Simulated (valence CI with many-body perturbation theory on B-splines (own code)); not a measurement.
Forbidden lines of Hg LXVII

Computed by valence CI with perturbative core correlation (CI+MBPT): four valence electrons over a frozen Dirac-Fock core [Ne], radial functions for each j: 11 s, 11 p, 9 d, 7 f, 5 g, 2 h, 1 i, with the one-electron correlation potential Σ1 (screened to all orders), the two-electron term Σ2, the three-electron term Σ3, Breit, model QED; selected single and double excitations, second order for the rest (own B-spline code, finite nucleus).

No measured spectrum was set against this ion. As an estimate, large intervals hold to a few tenths of a per cent, small ones and those within an open d or f shell to about a per cent.

Lines 1 to 8 of 8 in falling wavelength, among levels below 13721 × 10³ cm⁻¹, chosen from the decays that carry over 1 % of a level's rate. Wavelengths and rates use the calculated energies. Electric multipoles are in the length gauge, E1 and E2 with the static RPA response of the core. Weak lines are less certain than strong ones. Lines between different terms over intervals too small for the method are left out, as are lines whose strength nearly cancels.

Levels are named by their leading jj configuration (3d3/2^4 stands for four electrons in 3d with j = 3/2), which in mixed levels can hold well under half, so a name can repeat and another be missing. Letters in brackets count levels of one name in rising energy.

```json
{"λ vac (nm)": "2.646", "Upper": "(3s 3p1/2 3p3/2 3d5/2) J=4 [a]", "Lower": "(3s 3p1/2^2 3d5/2) J=3", "Type": "M1", "A (s⁻¹)": "6.41e+08", "Branch %": "3.3"}
{"λ vac (nm)": "2.473", "Upper": "(3s^2 3p3/2 3d5/2) J=4", "Lower": "(3s^2 3p1/2 3d5/2) J=3", "Type": "M1", "A (s⁻¹)": "6.39e+08", "Branch %": "42.7"}
{"λ vac (nm)": "2.429", "Upper": "(3s^2 3p1/2 3p3/2) J=1", "Lower": "(3s^2 3p1/2^2) J=0", "Type": "M1", "A (s⁻¹)": "8.25e+08", "Branch %": "100.0"}
{"λ vac (nm)": "2.391", "Upper": "(3s^2 3p3/2^2) J=2", "Lower": "(3s^2 3p1/2 3p3/2) J=2", "Type": "M1", "A (s⁻¹)": "6.44e+08", "Branch %": "16.6"}
{"λ vac (nm)": "2.382", "Upper": "(3s^2 3p1/2 3p3/2) J=2", "Lower": "(3s^2 3p1/2^2) J=0", "Type": "E2", "A (s⁻¹)": "2.04e+07", "Branch %": "100.0"}
{"λ vac (nm)": "2.346", "Upper": "(3s^2 3p3/2^2) J=2", "Lower": "(3s^2 3p1/2 3p3/2) J=1", "Type": "M1", "A (s⁻¹)": "6.52e+08", "Branch %": "16.8"}
{"λ vac (nm)": "2.292", "Upper": "(3s^2 3p3/2^2) J=0", "Lower": "(3s^2 3p1/2 3p3/2) J=2", "Type": "E2", "A (s⁻¹)": "6.21e+07", "Branch %": "2.0"}
{"λ vac (nm)": "2.250", "Upper": "(3s^2 3p3/2^2) J=0", "Lower": "(3s^2 3p1/2 3p3/2) J=1", "Type": "M1", "A (s⁻¹)": "1.43e+09", "Branch %": "47.2"}
```
